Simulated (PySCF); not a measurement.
## Electron correlation in In (indium, neutral)

[Kr] 4d10 5s1 5p2, high-spin 4P determinant (an excited configuration). Computed with PySCF 2.14 in aug-cc-pwCVDZ-PP with ECP28MDF (6s5p4d1f, 48 functions), with scalar relativity through the core potential. Frozen: 4s2 4p6 4d10; 3 electrons correlated.

| level | correlation energy (mhartree) |
| --- | --- |
| CCSD | -9.70 |
| (T) | -0.04 |
| CCSD(T) | -9.74 |
| CCSDT | -9.76 |

Diagnostics: T1 = 0.0041, D1 = 0.0069, largest double amplitude 0.045.

Cost of the coupled-cluster step: about 1 core-seconds, for 3 correlated electrons.

Iterations:

```
CC2 = 0
CCSD nocc = (np.int64(3), np.int64(0)), nmo = (39, 39)
frozen orbitals [[0, 1, 2, 3, 4, 5, 6, 7, 8], [0, 1, 2, 3, 4, 5, 6, 7, 8]]
max_cycle = 100
direct = 0
conv_tol = 1e-08
conv_tol_normt = 1e-06
diis_space = 8
diis_start_cycle = 0
Init t2, MP2 energy = -0.00629314047993608
Init E_corr(UCCSD) = -0.00629314048641332
cycle = 1  E_corr(UCCSD) = -0.00842555593970521  dE = -0.00213241545  norm(t1,t2) = 0.0271795
cycle = 2  E_corr(UCCSD) = -0.00920150021221518  dE = -0.000775944273  norm(t1,t2) = 0.0109502
cycle = 3  E_corr(UCCSD) = -0.00970257372725237  dE = -0.000501073515  norm(t1,t2) = 0.00463794
cycle = 4  E_corr(UCCSD) = -0.00969433038874908  dE = 8.2433385e-06  norm(t1,t2) = 0.000529541
cycle = 5  E_corr(UCCSD) = -0.00969583781955152  dE = -1.5074308e-06  norm(t1,t2) = 5.2353e-05
cycle = 6  E_corr(UCCSD) = -0.0096954559723775  dE = 3.81847174e-07  norm(t1,t2) = 7.62889e-06
cycle = 7  E_corr(UCCSD) = -0.00969559811009777  dE = -1.4213772e-07  norm(t1,t2) = 1.46419e-06
cycle = 8  E_corr(UCCSD) = -0.00969555504354455  dE = 4.30665532e-08  norm(t1,t2) = 3.60745e-07
cycle = 9  E_corr(UCCSD) = -0.00969556079897343  dE = -5.75542888e-09  norm(t1,t2) = 1.01428e-07
UCCSD converged
E(UCCSD) = -189.1082589944521  E_corr = -0.009695560798973426
UCCSD(T) correction = -4.28428178118501e-05
```
